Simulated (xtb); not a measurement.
chlorine atom (Cl), doublet. Base run: GFN2-xTB (xtb 6.7.1).

Geometry (Å):
```xyz
1

Cl     0.0000     0.0000     0.0000
```
Charge 0, spin multiplicity 2.
All else is at xtb's defaults.
Base energy -4.48253 Eh.

Each row names what was changed in the base input (with any setting that the change needs).

```json
[
 {"change": "base", "ΔE vs base (kcal/mol)": "0.000", "G_solv (kcal/mol)": "-", "SCF cycles": "3"},
 {"change": "acc = 0.1", "ΔE vs base (kcal/mol)": "0.000", "G_solv (kcal/mol)": "-", "SCF cycles": "3"},
 {"change": "alpb = dmso", "ΔE vs base (kcal/mol)": "0.272", "G_solv (kcal/mol)": "0.27", "SCF cycles": "3"},
 {"change": "acc = 30", "ΔE vs base (kcal/mol)": "0.000", "G_solv (kcal/mol)": "-", "SCF cycles": "3"},
 {"change": "alpb = hexane", "ΔE vs base (kcal/mol)": "0.223", "G_solv (kcal/mol)": "0.22", "SCF cycles": "3"},
 {"change": "etemp = 5000", "ΔE vs base (kcal/mol)": "-17.83", "G_solv (kcal/mol)": "-", "SCF cycles": "3"}
]
```

ALPB and GBSA are two models with their own fitted parameters for each solvent, which aren't always the measured dielectric constant.
